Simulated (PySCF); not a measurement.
# Reading the logs of faulty runs: BClGeH5Si cation

These are calculations, not measurements. They come from PySCF 2.14.0, an open-source quantum chemistry program, on an isolated molecule that a program drew, which may never have been made. The molecule is BClGeH5Si cation (charge +1, singlet), drawn as the SMILES string `ClB[SiH+][GeH3]`.

Each row is a Hartree-Fock (HF) and frozen-core CCSD(T) single point in the cc-pV(D+d)Z basis, meant for a local HF minimum. Run 1 is clean. Each other run has one planted mistake out of seven kinds, and not every kind appears here: one electron removed, one electron added, multiplicity raised by two, geometry at a saddle point, minimal basis STO-3G, one bond length entered in bohr, all coordinates scaled. The reference is restricted for singlets and unrestricted otherwise, and also for a bond in bohr. Adding or removing an electron swaps singlet and doublet. Electrons count all cores. HOMO and LUMO are orbital energies over both spins, the gradient is its largest component, and the lowest frequency (negative if imaginary) is given only where the gradient is small. Bond lengths are over the 8 bonds as drawn. T1 is the CCSD diagnostic: over 0.02 (restricted) or 0.045 (unrestricted) a single reference is doubtful. Germanium has the cc-pVDZ-PP basis, with a core potential (ECP10MDF) in place of its 10 inner electrons, and its 3s, 3p and 3d shells are frozen in CCSD(T).

Geometry of the clean run:
```xyz
9
BClGeH5Si cation, angstrom
Cl   -2.9275   -0.5079    2.1861
B    -1.8660   -1.4947    1.2400
Si   -1.6739   -0.8597   -0.6934
Ge   -0.1347    0.8310   -1.6091
H    -1.3072   -2.4402    1.6881
H    -2.6611   -1.4548   -1.6150
H     0.5806    0.0785   -2.7176
H     0.7539    1.2453   -0.4531
H    -1.0739    1.9160   -2.1060
```

| run | electrons | basis functions | <S^2> | HOMO (eV) | LUMO (eV) | gradient (hartree/bohr) | lowest frequency (cm^-1) | mean bond (Å) | longest bond (Å) | T1 | HF (hartree) | CCSD(T) (hartree) | mistake |
|---|---|---|---|---|---|---|---|---|---|---|---|---|---|
| 1 | 72 | 108 | 0.000 | -15.58 | -5.46 | 1.2e-06 | 35 | 1.6816 | 2.463 | 0.0165 | -1069.14777 | -1069.61401 | no fault |
| 2 | 73 | 108 | 0.773 | -7.41 | 1.41 | 2.4e-02 | - | 1.6816 | 2.463 | 0.0152 | -1069.38324 | -1069.86311 | one electron added |
| 3 | 72 | 108 | 2.034 | -13.27 | -7.92 | 3.8e-02 | - | 1.6816 | 2.463 | 0.0377 | -1069.05320 | -1069.52261 | multiplicity raised by two |
| 4 | 72 | 108 | 0.000 | -15.77 | -5.33 | 7.0e-02 | - | 1.5437 | 2.261 | 0.0154 | -1069.08496 | -1069.54857 | all coordinates scaled |
| 5 | 72 | 108 | 0.907 | -14.25 | -5.55 | 1.0e-02 | - | 1.8505 | 2.870 | 0.0334 | -1069.04990 | -1069.50117 | ? |

**Which mistake was planted in run 5, and what did it cost?**

The mean bond changes by a factor of 1.100 and the longest by 1.165, so the molecule wasn't scaled as a whole. A length L in bohr read as angstrom grows by (1/0.5292 - 1) L = 0.890 L. The 8 bonds together grew by 8 x 0.1689 = 1.351 Å, which gives L = 1.519 Å. That is the length of one of the Ge-H bonds, 1.519 Å in the clean geometry. So the mistake is: one bond length entered in bohr. Subtracting run 1 and multiplying by 627.51 kcal/mol a hartree, the energy moved by 61.4 kcal/mol in HF and 70.8 kcal/mol in CCSD(T).

